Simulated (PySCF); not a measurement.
## ZrH₂ + ZrF₂ → 2 ZrHF

Level: PBE0 in the def2-TZVP basis family, computed in PySCF with density fitting; scalar-relativistic core potentials for atoms from Rb on, none lighter, no spin–orbit coupling; open shells unrestricted.

| species | state and structure | ZPE (kJ/mol) | H(298 K) − H(0) (kJ/mol) | S° (J/(mol K)) |
| --- | --- | --- | --- | --- |
| ZrH₂ | triplet, C2v, Zr–H 1.860 Å (×2); H–Zr–H 118.9° | 23.1 | 10.4 | 236.3 |
| ZrF₂ | triplet, C2v, Zr–F 1.915 Å (×2); F–Zr–F 141.0° | 8.4 | 12.5 | 288.0 |
| ZrHF | triplet, Cs, Zr–F 1.890 Å, Zr–H 1.862 Å; F–Zr–H 118.4° | 16.1 | 11.1 | 268.6 |

**Question.** Is the gas-phase reaction uphill or downhill in electronic energy at this level, and by how much?

**Answer.** At PBE0/def2-TZVP, ΔE = -9.5 kJ/mol, downhill. Ligand scrambling is nearly thermoneutral, as expected when bond energies add up.

**Question.** Add zero-point, thermal and entropy terms for 298.15 K and 1 bar.

**Answer.** ΔZPE = 0.7 and Δ[H(298) − H(0)] = -0.7 kJ/mol give ΔH° = -9.5 kJ/mol. ΔS° = 12.9 J/(mol K), so ΔG° = -9.5 − 298.15 × (0.0129) = -13 kJ/mol and log₁₀K = 2.3.

Open d or f shells are single determinants, so the state found may not be the ground state. The structures come from searches over a few start shapes, so lower isomers are not excluded.
